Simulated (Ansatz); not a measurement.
Relaxation of CH9NOSiSn (14 atoms, charge 0, multiplicity 1), to a largest force component of 0.015 eV/Å in at most 40 steps.

Theory: Ansatz 0.2.0, RKS PBE0/def2-SVP.

```xyz
14
Properties=species:S:1:pos:R:3:forces:R:3
C -1.562 0.185 1.155 -1.66 2.53 0.20
Sn -0.340 1.183 -0.293 1.25 -0.36 0.72
O -1.127 0.930 -2.064 -2.98 0.07 -0.24
N -0.285 3.227 0.103 0.42 -0.44 2.88
Si -1.935 3.830 0.100 0.81 -0.70 0.03
H -2.059 1.013 1.805 0.84 -1.42 -0.84
H -0.988 -0.479 1.755 0.55 -0.92 0.70
H -2.377 -0.302 0.606 0.00 -0.34 0.12
H 1.260 0.500 -0.316 -0.27 0.28 -0.14
H -2.144 0.974 -1.934 2.56 -0.12 -0.59
H 0.024 3.240 1.169 -0.46 0.18 -2.66
H -2.800 3.092 1.044 -0.44 -0.11 0.31
H -2.441 3.601 -1.238 -0.45 -0.05 -0.82
H -1.943 5.215 0.438 -0.14 1.40 0.34
```

Task: Where does it end, and by what steps?

Result: The run converged. After 35 steps the energy has fallen by 0.867 eV; H13 moved furthest, 2.02 Å.

| step | energy less start (eV) | largest force component (eV/Å) | accepted |
| --- | --- | --- | --- |
| 0 | 0.0000 | 2.983 | yes |
| 2 | -0.5855 | 1.533 | yes |
| 4 | -0.7069 | 0.197 | yes |
| 6 | -0.7235 | 1.087 | no |
| 8 | -0.7631 | 0.338 | yes |
| 10 | -0.7922 | 0.121 | yes |
| 12 | -0.7949 | 0.049 | yes |
| 14 | -0.7981 | 0.941 | no |
| 16 | -0.8117 | 0.149 | yes |
| 18 | -0.8291 | 0.155 | yes |
| 20 | -0.8303 | 0.303 | yes |
| 22 | -0.8441 | 0.392 | yes |
| 24 | -0.8530 | 0.073 | yes |
| 26 | -0.8591 | 0.077 | yes |
| 28 | -0.8621 | 0.058 | yes |
| 30 | -0.8644 | 0.068 | yes |
| 32 | -0.8662 | 0.046 | yes |
| 34 | -0.8670 | 0.019 | yes |
| 35 | -0.8671 | 0.009 | yes |

```xyz
14
Properties=species:S:1:pos:R:3
C -1.811 -0.121 0.977
Sn -0.444 1.055 -0.154
O -1.035 0.761 -2.034
N -0.601 3.042 0.287
Si -2.036 3.991 0.483
H -2.740 0.447 1.115
H -1.387 -0.373 1.958
H -2.029 -1.042 0.420
H 1.234 0.707 -0.017
H -0.663 1.407 -2.645
H 0.288 3.537 0.289
H -2.010 4.806 1.742
H -3.189 3.040 0.551
H -2.293 4.951 -0.642
```

Whether the end is a true minimum wasn't checked by a vibrational analysis.

Time of the run: 2.5 min on 2 threads of Intel(R) Xeon(R) Platinum 8488C (Sapphire Rapids), with other jobs on the host, peak memory 0.37 GiB.
